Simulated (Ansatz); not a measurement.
Start from `C=C[Si](N)(N)N` and change one atom or group to get `C=C[Si](N)(N)Cl`.

Ansatz, PBE0-D4/def2-TZVP geometries, multiplicity 1. Each molecule was computed in one conformer, which needn't be the lowest.

```csv
property,`C=C[Si](N)(N)N`
HOMO–LUMO gap (ωB97M-V/def2-TZVPP) / eV,11.14
HOMO–LUMO gap (PBE/def2-TZVPP) / eV,4.25
HOMO energy (PBE/def2-TZVPP) / eV,-5.38
LUMO energy (PBE/def2-TZVPP) / eV,-1.13
HOMO–LUMO gap (PBE0/def2-TZVPP) / eV,6.68
HOMO–LUMO gap (B3LYP/def2-TZVPP) / eV,6.22
```

Problem. What does the change do to each property? (An estimate is asked.)

Solution. The calculation gave: 
| property | `C=C[Si](N)(N)Cl` | shift |
| --- | --- | --- |
| HOMO–LUMO gap (ωB97M-V/def2-TZVPP) / eV | 11.46 | 0.32 |
| HOMO–LUMO gap (PBE/def2-TZVPP) / eV | 4.67 | 0.42 |
| HOMO energy (PBE/def2-TZVPP) / eV | -6.07 | -0.69 |
| LUMO energy (PBE/def2-TZVPP) / eV | -1.40 | -0.27 |
| HOMO–LUMO gap (PBE0/def2-TZVPP) / eV | 7.05 | 0.37 |
| HOMO–LUMO gap (B3LYP/def2-TZVPP) / eV | 6.59 | 0.37 |

With PBE0 the HOMO falls by 0.65 eV and the LUMO falls by 0.27 eV, so the gap widens by about 0.38 eV. PBE moves the HOMO by -0.69 eV and ωB97M-V by -0.58 eV.

Positive LUMOs are unbound, so they and the gaps depend on the basis.

B3LYP here is the variant with VWN-RPA as its local correlation; programs differ in this.
